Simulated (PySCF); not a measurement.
# C5H12GaNO: core ionisation energies

Compound: C₅H₁₂GaNO.
Bonds: C1–C2, C2–N3 (triple), N3–Ga4, Ga4–O5, O5–C6, C6–C7, C6–C8. Hydrogens: H9, H10, H11 on C1; H12, H13 on Ga4; H14 on C6; H15, H16, H17 on C7; H18, H19, H20 on C8.

Computed, not measured: delta-SCF UKS SCAN, pcX-2 on the ionised atom, pcseg-1 elsewhere, spin-free X2C (PySCF). Binding energies are ΔSCF values: E(core-ionised, relaxed orbitals) − E(ground state) at a fixed geometry, referred to the vacuum level.

What binding energy does each computed site have?

```csv
atom(s),bonded to,level,binding energy (eV),above the level's lowest (eV),count
O5,C and Ga,O 1s,535.74,0.00,1
N3,C (triple bond) and Ga,N 1s,406.16,0.00,1
C1,C and 3 H,C 1s,293.36,+3.57,1
C6,"O, 2 C and H",C 1s,291.13,+1.34,1
C7/C8,C and 3 H,C 1s,289.79,0.00,2
```

The listed C 1s values span 3.57 eV, from C7/C8 (bonded to C and 3 H) to C1 (bonded to C and 3 H). Summing the Pauling electronegativity differences to the bonded atoms, each weighted by its formal bond order, gives -1.05 for the lowest site and -1.05 for the highest; the largest sum, +0.54, belongs to C6, 2.23 eV below the top.

What is the longest wavelength that can ionise C 1s of C1 vertically?

λ = hc/E = 12398.42 eV Å / 293.36 eV = 42.263 Å.

One atom of each set of topologically equivalent atoms was ionised and stands for the set; in this conformer not all members are related by symmetry, and their own values weren't computed. The list is incomplete; no value stands for C 1s of C2 (hole states with ⟨S²⟩ of 1 or more are left out). The unrestricted hole states depart most from a pure doublet (⟨S²⟩ = 0.75; over 0.85 named) for N 1s of N3 (0.91), which makes this value less certain. No level of gallium is listed. Geometry: PBE0-D3(BJ)/def2-SVP, one conformer, isolated molecule.

Conformer computed: `[CH3:1][C:2]#[N+:3][GaH2-:4][O:5][CH:6]([CH3:7])[CH3:8]`: N3–Ga4–O5–C6 93°, Ga4–O5–C6–C7 66°.
